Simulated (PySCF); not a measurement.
Several species in one continuum solvent.

Level: wB97X-D/def2-SVPD in PySCF, non-relativistic, each on one gas-phase PBE0-D3(BJ)/def2-SVP geometry that isn't relaxed in the solvent. The solvent is an IEF-PCM continuum (Bondi radii, 1.10 Å for H, scaled by 1.2). Only the electrostatic response of the medium enters.

Question: Order them by E(solvent) − E(gas) in acetone (ε = 20.49), most negative first (kJ/mol).
A. `[CH:1]#[C:2][C@H:3]([CH3:4])[C:5]1=[CH:6][SiH2:7][CH:8]=[CH:9]1` with C2–C3–C5–C6 14°
B. `[CH3:1][C:2]#[C:3][C:4]#[C:5]/[CH:6]=[CH:7]/[CH2:8][SiH3:9]` with C6–C7–C8–Si9 -103°
C. `[CH:1]#[C:2][C:3]1=[CH:4][Si@H:5]([CH2:6][CH3:7])[CH:8]=[CH:9]1` with C4–Si5–C6–C7 67°
D. `[SiH3:1][CH2:2][c:3]1[cH:4][cH:5][c:6]2[c:7]([cH:8]1)[CH2:9]2` with Si1–C2–C3–C4 89°
E. `[BH3-][S+](C)C`

Answer: E (-28.7), B (-20.5), A (-16.8), C (-15.2), D (-11.2).

| SMILES | charge | ΔE (kJ/mol) | polarisation term (kJ/mol) | HOMO shift (eV) | dipole gas (D) | dipole solvent (D) | atoms | lowest singlet, gas (eV) | lowest singlet, solvent (eV) |
| --- | --- | --- | --- | --- | --- | --- | --- | --- | --- |
| [BH3-][S+](C)C | 0 | -28.7 | -35.3 | -0.07 | 4.74 | 6.20 | 13 | 7.08 | 7.27 |
| CC#CC#C/C=C/C[SiH3] | 0 | -20.5 | -25.3 | -0.15 | 0.47 | 0.77 | 19 | 4.22 | 4.30 |
| C#C[C@H](C)C1=C[SiH2]C=C1 | 0 | -16.8 | -19.2 | -0.02 | 1.04 | 1.59 | 19 | 4.52 | 4.49 |
| C#CC1=C[Si@H](CC)C=C1 | 0 | -15.2 | -17.1 | -0.08 | 0.83 | 1.14 | 19 | 4.21 | 4.17 |
| [SiH3]Cc1ccc2c(c1)C2 | 0 | -11.2 | -12.9 | +0.01 | 0.54 | 0.79 | 19 | 5.07 | 5.05 |

The polarisation term is half the interaction of the solute with the induced surface charges. Singlets are vertical TDDFT energies (frozen core, non-equilibrium response), the lowest in each medium.

wB97X-D is run here without its empirical dispersion term; that term would change no orbital, density or response property at a fixed geometry.
